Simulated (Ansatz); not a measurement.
Basis sets compared for cis-Sn(H2O)2Cl4 (SnCl₄O₂H₄). Total charge 0; singlet. Geometry r2SCAN-D4/def2-SVP. Ansatz on 4 threads of Arm Neoverse V2 on a shared host; times are rough, and most runs start from earlier orbitals.

```tsv
atom	x (Å)	y (Å)	z (Å)
Cl1	1.5133	-2.1796	1.1264
Cl2	-1.7270	-0.5192	2.2495
Cl3	-1.2511	-1.6451	-1.1219
Cl4	1.2303	1.3786	1.4460
O5	-1.2056	1.3513	-0.2865
O6	1.2988	-0.0933	-1.2883
Sn7	-0.0385	-0.4717	0.5868
H8	-0.7900	2.0870	0.2033
H9	-2.1069	1.2698	0.0719
H10	0.9053	-0.7185	-1.9271
H11	2.1712	-0.4592	-1.0600
```

In the def2 sets Sn takes a core potential, while STO-3G treats all electrons; there is no spin–orbit coupling.

STO-3G and 6-31G are all-electron sets without relativity, so their totals don't compare with the def2 sets.

Binding counts from free atoms (Cl doublet, O triplet, Sn triplet, H doublet) in the same basis, without a counterpoise term.

```
           level  functions  energy (Eh)  HOMO (eV)  LUMO (eV)  binding per atom (eV)  wall time
       HF/STO-3G         77   -7931.9320     -10.02       5.46                   2.68     0.55 s
 PBE-D4/def2-SVP        146   -2206.5445      -7.02      -3.49                   3.19      1.6 s
PBE0-D4/def2-SVP        146   -2206.7094      -8.55      -2.74                   3.09      2.5 s
```

Question: Estimate the rows for HF/def2-TZVP, PBE-D4/def2-TZVP (with forces), PBE0-D4/def2-TZVP.

Answer: 
```
                         level  functions  energy (Eh)  HOMO (eV)  LUMO (eV)  binding per atom (eV)  wall time
                  HF/def2-TZVP        284   -2203.7180     -12.15       0.85                   2.08      5.5 s
PBE-D4/def2-TZVP (with forces)        284   -2207.3840      -7.35      -3.76                   3.17      4.4 s
             PBE0-D4/def2-TZVP        284   -2207.5372      -8.80      -2.95                   3.09      9.5 s
```
